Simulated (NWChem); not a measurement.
Everything below was run with NWChem. System: H3AlO3, charge 1, spin multiplicity 2, at the geometry of a parent with another charge or spin, in a state set for the comparison that need not be this species' ground state. Its SCF solution wasn't tested for a lower state. Level: UMP2/def2-TZVP, 8 core orbitals frozen.

NWChem printed:

```
             Northwest Computational Chemistry Package (NWChem) 7.3.0
             --------------------------------------------------------

                                NWChem Input Module
                                -------------------

 Scaling coordinates for geometry "geometry" by  1.889725989
 (inverse scale =  0.529177249)

 Turning off AUTOSYM since
 SYMMETRY directive was detected!

                             Geometry "geometry" -> ""
                             -------------------------

 Output coordinates in angstroms (scale by  1.889725989 to convert to a.u.)

  No.       Tag          Charge          X              Y              Z
 ---- ---------------- ---------- -------------- -------------- --------------
    1 Al                  13.0000     0.00004800    -0.00003200     0.00000000
    2 O                    8.0000     1.46641600     0.85124100     0.00000000
    3 H                    1.0000     1.52326100     1.80762300     0.00000000
    4 O                    8.0000    -1.47026600     0.84437900     0.00000000
    5 H                    1.0000    -2.32711400     0.41574800     0.00000000
    6 O                    8.0000     0.00383500    -1.69555700     0.00000000
    7 H                    1.0000     0.80334800    -2.22345600     0.00000000

 Effective nuclear repulsion energy (a.u.)     161.7097545470

            Nuclear Dipole moment (a.u.)
            ----------------------------
        X                 Y               Z
 ---------------- ---------------- ----------------
    -0.0000018897     0.0000056692     0.0000000000

      Symmetry information
      --------------------

 Group name             Cs
 Group number              2
 Group order               2
 No. of unique centers     7

      Symmetry unique atoms

     1    2    3    4    5    6    7


 Summary of "ao basis" -> "" (spherical)
 ------------------------------------------------------------------------------
       Tag                 Description            Shells   Functions and Types
 ---------------- ------------------------------  ------  ---------------------
 *                         def2-tzvp                  on all atoms

 Summary of "ao basis" -> "ao basis" (spherical)
 ------------------------------------------------------------------------------
       Tag                 Description            Shells   Functions and Types
 ---------------- ------------------------------  ------  ---------------------
[...]
     2   0 2 0    -15.638036    -85.753717    -83.026231    153.141912
     2   0 1 1      0.000000      0.000000     -0.000000      0.000000
     2   0 0 2    -17.414973     -9.244704     -8.170269      0.000000

                   NWChem MP2 Semi-direct Energy/Gradient Module
                   ---------------------------------------------

  Basis functions       =    148
  Molecular orbitals    =    148
  Frozen core           =      8
  Frozen virtuals       =      0
  Active alpha occupied =     12
  Active beta occupied  =     11
  Active alpha virtual  =    128
  Active beta virtual   =    129
  Use MO symmetry       = T
  Use skeleton AO sym   = T

  AO/Fock/Back tols     =   1.0D-09  1.0D-09  1.0D-09

 GA uses MA = F    GA memory limited = T

 Available:
  local mem=  1.26D+08
 global mem=  1.44D+08
 local disk=  0.00D+00
  mp2_memr nvloc                   128
  nvloc new                   128
   1 passes of  12:        5242880                     121453                  54376567.
   1 passes of  12: M    126148585           G      144135392           F     120905705.

 Semi-direct pass number   1 of   1  for UHF alpha       at       19.3s
  vrange nnbf                 10405
  mp2_eaftype                   207  avail_ma_in_mb                  1099
 EAF : mp2_eaftype filesize         207   27188284.
  mp2_eaf for mointskh                    207
Node 0 wrote    127.9 Mb in      0.2 s     Agg I/O rate:   574.7 Mb/s
 Done moints_semi at       32.2s
  mp2_eaftype                   207  avail_ma_in_mb                   892
 EAF : mp2_eaftype filesize         207   27188284.
  mp2_eaf for kh                   207
 Done maket at       33.0s
 Done multipass loop at       33.0s

 GA uses MA = F    GA memory limited = T

 Available:
  local mem=  1.26D+08
 global mem=  1.44D+08
 local disk=  0.00D+00
  mp2_memr nvloc                   129
  nvloc new                   129
   1 passes of  11:        5242880                     115605                  50237458.
   1 passes of  11: M    126148585           G      144135392           F     120905705.

 Semi-direct pass number   1 of   1  for UHF beta        at       33.1s
  vrange nnbf                 10405
  mp2_eaftype                   191  avail_ma_in_mb                  1099
 EAF : mp2_eaftype filesize         191   25118729.
  mp2_eaf for mointskh                    191
Node 0 wrote    118.1 Mb in      0.2 s     Agg I/O rate:   574.3 Mb/s
 Done moints_semi at       45.6s
  mp2_eaftype                   191  avail_ma_in_mb                   908
 EAF : mp2_eaftype filesize         191   25118729.
  mp2_eaf for kh                   191
 Done maket at       46.3s
 Done multipass loop at       46.3s

          -------------------------------------------
          SCF energy                -468.161859751344
          Correlation energy          -0.726844173580
          Singlet pairs                0.000000000000
          Triplet pairs                0.000000000000
          Total MP2 energy          -468.888703924924
          -------------------------------------------

          ---------------------------------------------------
                    Spin Component Scaled (SCS) MP2
          Same spin pairs                     -0.182741323474
          Same spin scaling factor             0.333333333333
          Opposite spin pairs                 -0.544102850106
          Opposite spin scaling fact.          1.200000000000
          SCS-MP2 correlation energy          -0.713837194619
          Total SCS-MP2 energy              -468.875696945963
          ---------------------------------------------------

 -----------------------
 Performance information
 -----------------------

 Timer overhead =  1.36D-07 seconds/call

               Nr. of calls         CPU time (s)                 Wall time (s)                GFlops
             ---------------    -------------------     ------------------------------   -------------------
Name         Min   Avg   Max    Min     Avg     Max     Min     Avg     Max   Mx/calls   Min     Max     Sum
mp2: moin     2     2     2    25.     25.     25.      25.     25.     25.     13.      0.0     0.0     0.0
mp2: make     2     2     2    1.5     1.5     1.5      1.5     1.5     1.5    0.75      0.0     0.0     0.0
mp2: tota     1     1     1    27.     27.     27.      27.     27.     27.     27.      0.0     0.0     0.0

 The average no. of pstat calls per process was 5.00D+00
 with a timing overhead of 6.81D-07s

 Task  times  cpu:       46.3s     wall:       46.3s

 Total times  cpu:       46.3s     wall:       46.3s
```

Question: Write an NWChem input that would produce this output.

Answer: One answer among several that fit: 
```
start mol
memory heap 200 mb stack 900 mb global 1100 mb
charge 1
geometry units angstroms nocenter noautoz
  Al     0.000048    -0.000032     0.000000
  O      1.466416     0.851241     0.000000
  H      1.523261     1.807623     0.000000
  O     -1.470266     0.844379     0.000000
  H     -2.327114     0.415748     0.000000
  O      0.003835    -1.695557     0.000000
  H      0.803348    -2.223456     0.000000
  symmetry group Cs
end
basis spherical
  * library def2-tzvp
end
scf
  uhf
  nopen 1
  maxiter 100
  thresh 1e-7
  semidirect memsize 60000000 filesize 0
  # guess.movecs holds the orbitals of an unrestricted PBE0 run
  vectors input guess.movecs output mol.movecs
end
mp2
  freeze core 8
end
task mp2 energy
```
